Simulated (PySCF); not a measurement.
Compound: C₂H₈OSi₃.
Bonds: Si1–C2, C2–C3 (triple), C3–Si4, Si4–O5, O5–Si6. Hydrogens: H7, H8, H9 on Si1; H10, H11 on Si4; H12, H13, H14 on Si6.

The same species was optimised twice, with GFN2-xTB and with PBE0-D3(BJ)/def2-SVP (PySCF), and the same property calculations (PySCF, gas phase) were run on both structures.

```csv
coordinate,GFN2-xTB,PBE0-D3(BJ)/def2-SVP,change
O5–Si6 (Å),1.616,1.661,+0.045
Si4–O5 (Å),1.623,1.651,+0.028
C3–Si4 (Å),1.853,1.838,-0.015
C2≡C3 (Å),1.211,1.225,+0.014
Si1–C2 (Å),1.849,1.837,-0.012
Si4–O5–Si6 (°),161.2,145.0,-16.2
C3–Si4–O5 (°),109.0,109.7,+0.7
C2–C3–Si4 (°),178.8,179.3,+0.5
Si1–C2–C3 (°),179.5,179.9,+0.4
C3–Si4–O5–Si6 (°),25,22,-3
```

Rotational constants: A = 3433, B = 644.2, C = 553.2 MHz (GFN2-xTB) against A = 3127, B = 692.6, C = 579.2 MHz (PBE0-D3(BJ)/def2-SVP). Atoms that the bonding makes alike are paired by their places after alignment.

On the GFN2-xTB structure: lowest singlet, TDDFT (eV) 5.55 [CAM-B3LYP/def2-SVPD]; isotropic polarisability (au) 104.0 [CAM-B3LYP/def2-SVPD]; HOMO (eV) -9.48 [CAM-B3LYP/def2-SVPD]; LUMO (eV) 0.18 [CAM-B3LYP/def2-SVPD]; dipole (D) 0.57 [CAM-B3LYP/def2-SVPD]; HOMO (eV) -8.15 [PBE0/pcSseg-1]; LUMO (eV) -0.83 [PBE0/pcSseg-1]; dipole (D) 0.67 [PBE0/pcSseg-1]; GIAO shielding of Si1 (ppm) 448.5 [PBE0/pcSseg-1]; GIAO shielding of C2 (ppm) 75.2 [PBE0/pcSseg-1]; GIAO shielding of C3 (ppm) 67.1 [PBE0/pcSseg-1]; GIAO shielding of Si4 (ppm) 406.1 [PBE0/pcSseg-1]; GIAO shielding of O5 (ppm) 327.4 [PBE0/pcSseg-1]; GIAO shielding of Si6 (ppm) 393.2 [PBE0/pcSseg-1].

Problem. What do these properties become on the PBE0-D3(BJ)/def2-SVP structure?

Solution. 
```
                                    property                level  on GFN2-xTB  on PBE0-D3(BJ)/def2-SVP  change
                  lowest singlet, TDDFT (eV)  CAM-B3LYP/def2-SVPD         5.55                     5.39   -0.16
               isotropic polarisability (au)  CAM-B3LYP/def2-SVPD        104.0                    106.7    +2.7
                                   HOMO (eV)  CAM-B3LYP/def2-SVPD        -9.48                    -9.50   -0.02
                                   LUMO (eV)  CAM-B3LYP/def2-SVPD         0.18                     0.01   -0.17
                                  dipole (D)  CAM-B3LYP/def2-SVPD         0.57                     0.68   +0.11
energy, GFN2-xTB geometry as zero (kcal/mol)  CAM-B3LYP/def2-SVPD          0.0                     -3.3    -3.3
                                   HOMO (eV)        PBE0/pcSseg-1        -8.15                    -8.19   -0.04
                                   LUMO (eV)        PBE0/pcSseg-1        -0.83                    -1.03   -0.20
                                  dipole (D)        PBE0/pcSseg-1         0.67                     0.80   +0.13
energy, GFN2-xTB geometry as zero (kcal/mol)        PBE0/pcSseg-1          0.0                     -2.9    -2.9
                 GIAO shielding of Si1 (ppm)        PBE0/pcSseg-1        448.5                    447.9    -0.6
                  GIAO shielding of C2 (ppm)        PBE0/pcSseg-1         75.2                     71.1    -4.1
                  GIAO shielding of C3 (ppm)        PBE0/pcSseg-1         67.1                     64.8    -2.3
                 GIAO shielding of Si4 (ppm)        PBE0/pcSseg-1        406.1                    404.2    -1.9
                  GIAO shielding of O5 (ppm)        PBE0/pcSseg-1        327.4                    327.1    -0.3
                 GIAO shielding of Si6 (ppm)        PBE0/pcSseg-1        393.2                    388.9    -4.3
```

The heavy atoms differ by 0.133 Å rms after alignment (one structure mirrored). Among bonds between heavy atoms O5–Si6 changes most (+0.045 Å). Changes are differences of the printed values. Neither structure is proved a minimum here.

The values belong to the conformer `[SiH3:1][C:2]#[C:3][SiH2:4][O:5][SiH3:6]`: C3–Si4–O5–Si6 22°.
